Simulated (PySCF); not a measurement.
# C₆ coefficients of unlike pairs at UHF

Calculated with PySCF 2.14 from the dipole response of each species, C₆(A,B) = (3/π) ∫ α_A(iu) α_B(iu) du, in atomic units, from isotropic polarisabilities. For ions this is the dispersion term alone; charge-induced terms of lower order in 1/R come first.

```tsv
species	configuration	basis	relativity	α (bohr³)	C₆ (like pair)
Ni³⁺	[Ar] 3d7 (4F)	aug-cc-pVDZ-DK (7s6p4d2f)	spin-free X2C	1.548	3.619
Ir³⁺	[Xe] 4f14 5d6 (5D)	aug-cc-pVTZ-PP with one added diffuse shell each of s, p, d, f, g type with ECP60MDF (7s7p6d4f3g)	core potential	6.365	35.08
Rh	[Kr] 4d8 5s1 (4F)	aug-cc-pwCVTZ-PP with ECP28MDF (8s8p7d4f3g)	core potential	89.40	806.0
```

(1) Estimate C₆ for Ir³⁺ with Ni³⁺.

No spin-orbit coupling is included.

The other pairs:

| pair | C₆ |
| --- | --- |
| Rh, Ir³⁺ | 122.9 |
| Rh, Ni³⁺ | 33.42 |

## Answers

(1) The integral gives 10.89. The combination rule 2 C_A C_B / (C_A α_B/α_A + C_B α_A/α_B) gives 10.85 and the geometric mean 11.27.
